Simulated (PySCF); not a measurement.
**H₄MoO → MoH₂ + H₂O**

Level: PBE0 in the def2-TZVP basis family, computed in PySCF with density fitting; scalar-relativistic core potentials for atoms from Rb on, none lighter, no spin–orbit coupling; open shells unrestricted.

```tsv
species	state and structure	E (Eh)	ZPE (kJ/mol)	H(298 K) − H(0) (kJ/mol)	S° (J/(mol K))
H₄MoO	singlet, Cs, Mo–H 1.654 Å (×2), Mo–H 1.709 Å (×2), Mo–O 1.643 Å; H–Mo–H 58.4°, H–Mo–H 66.0° (×2), H–Mo–H 118.6° (×2), H–Mo–H 130.5°, H–Mo–O 101.8° (×2), H–Mo–O 113.3° (×2)	-145.73279	83.7	12.4	269.4
MoH₂	quintet, C2v, Mo–H 1.706 Å (×2); H–Mo–H 108.1°	-69.28343	25.3	10.4	240.3
H₂O	singlet, C2v, O–H 0.960 Å (×2); H–O–H 105.1°	-76.37736	56.5	9.9	188.7
```

(1) What is the electronic reaction energy?

(2) Add zero-point, thermal and entropy terms for 298.15 K and 1 bar.

Answers

(1) At PBE0/def2-TZVP, ΔE = 189.0 kJ/mol from the differences of the total energies times 2625.5, uphill. 

(2) ΔZPE = -1.9 and Δ[H(298) − H(0)] = 7.9 kJ/mol give ΔH° = 195.0 kJ/mol. ΔS° = 159.6 J/(mol K), so ΔG° = 195.0 − 298.15 × (0.1596) = 147 kJ/mol and log₁₀K = -25.8. ΔG° would change sign near 1220 K if ΔH° and ΔS° stayed fixed.

Open d or f shells are single determinants, so the state found may not be the ground state. Each species is the lowest minimum found with this bonding; other isomers or fragments can lie lower.
